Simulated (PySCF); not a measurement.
**`C[C@@H]1C[C@H](F)C[C@H]1S`, C6H11FS**

Geometry:
| atom | x (Å) | y (Å) | z (Å) |
| --- | --- | --- | --- |
| C1 | 2.074 | -0.138 | -0.480 |
| C2 | 0.767 | 0.022 | 0.281 |
| C3 | 0.029 | -1.304 | 0.530 |
| C4 | -1.475 | -0.989 | 0.462 |
| F5 | -2.044 | -1.680 | -0.593 |
| C6 | -1.590 | 0.515 | 0.209 |
| C7 | -0.270 | 0.863 | -0.470 |
| S8 | 0.103 | 2.644 | -0.494 |
| H9 | 2.513 | 0.839 | -0.673 |
| H10 | 1.902 | -0.634 | -1.432 |
| H11 | 2.781 | -0.728 | 0.097 |
| H12 | 0.972 | 0.506 | 1.243 |
| H13 | 0.264 | -2.020 | -0.257 |
| H14 | 0.304 | -1.747 | 1.485 |
| H15 | -2.030 | -1.314 | 1.348 |
| H16 | -2.458 | 0.750 | -0.404 |
| H17 | -1.675 | 1.042 | 1.161 |
| H18 | -0.296 | 0.578 | -1.524 |
| H19 | 0.121 | 2.803 | 0.830 |

Computed with TDDFT CAM-B3LYP/def2-SVPD circular dichroism and optical rotation, one conformer, gas phase (PySCF). Geometry: GFN2-xTB.

The molecule is flexible and this is one conformer; a measurement averages over conformers. States above about 8.2 eV (minus the energy of the highest occupied orbital) lie near or above the ionisation threshold and depend on the basis.

Question: What are the CIP labels of the stereocentres?

Answer: C2 R, C4 S, C7 R.

Question: Which excitations and rotatory strengths does the calculation give?

Answer: Rotatory strengths R in 10⁻⁴⁰ esu² cm², velocity form and length form (origin at the centre of mass); f in length form.
| state | E (eV) | λ (nm) | f | R (velocity) | R (length) | main |
| --- | --- | --- | --- | --- | --- | --- |
| 1 | 5.55 | 223 | 0.004 | -1.9 | -2.0 | HOMO→LUMO 0.63, HOMO→LUMO+3 0.12 |
| 2 | 6.26 | 198 | 0.033 | -1.8 | -1.8 | HOMO→LUMO+1 0.86 |
| 3 | 6.98 | 178 | 0.008 | -1.3 | -1.6 | HOMO→LUMO+2 0.77, HOMO→LUMO+3 0.10 |
| 4 | 7.46 | 166 | 0.021 | +7.4 | +7.5 | HOMO→LUMO+3 0.30, HOMO→LUMO 0.21 |
| 5 | 7.61 | 163 | 0.030 | +0.3 | +0.4 | HOMO→LUMO+4 0.37, HOMO→LUMO+3 0.30 |
| 6 | 8.09 | 153 | 0.003 | +11.6 | +13.2 | HOMO−1→LUMO 0.61 |
| 7 | 8.18 | 152 | 0.022 | -1.7 | -3.2 | HOMO→LUMO+5 0.59, HOMO→LUMO+4 0.12 |
| 8 | 8.26 | 150 | 0.044 | -13.9 | -16.9 | HOMO→LUMO+8 0.42, HOMO→LUMO+11 0.21 |
| 9 | 8.41 | 147 | 0.025 | +23.0 | +22.8 | HOMO→LUMO+7 0.57 |
| 10 | 8.50 | 146 | 0.039 | +13.4 | +15.2 | HOMO→LUMO+6 0.50, HOMO→LUMO+8 0.12 |
| 11 | 8.64 | 143 | 0.197 | -23.4 | -23.0 | HOMO−1→LUMO+1 0.75 |
| 12 | 8.69 | 143 | 0.009 | +12.6 | +12.8 | HOMO−2→LUMO 0.65, HOMO−2→LUMO+1 0.08 |
| 13 | 8.78 | 141 | 0.007 | +16.1 | +17.3 | HOMO→LUMO+9 0.33, HOMO→LUMO+11 0.12 |
| 14 | 8.91 | 139 | 0.053 | -2.8 | -2.3 | HOMO→LUMO+9 0.22, HOMO→LUMO+10 0.18 |
| 15 | 8.99 | 138 | 0.030 | +15.1 | +15.6 | HOMO−3→LUMO 0.63, HOMO−4→LUMO 0.12 |
| 16 | 9.04 | 137 | 0.014 | -32.2 | -32.7 | HOMO−4→LUMO 0.23, HOMO→LUMO+9 0.12 |

Among the states computed, the strongest CD band (largest |R|) is state 16. The largest dissymmetry factor in size, g = 4R/(D+G), with D and G the electric and magnetic dipole strengths, is +0.05 for state 6 (velocity form, f = 0.003), among bands with |R| over 0.5. The mirror image has the same energies and oscillator strengths and all R with the opposite sign.
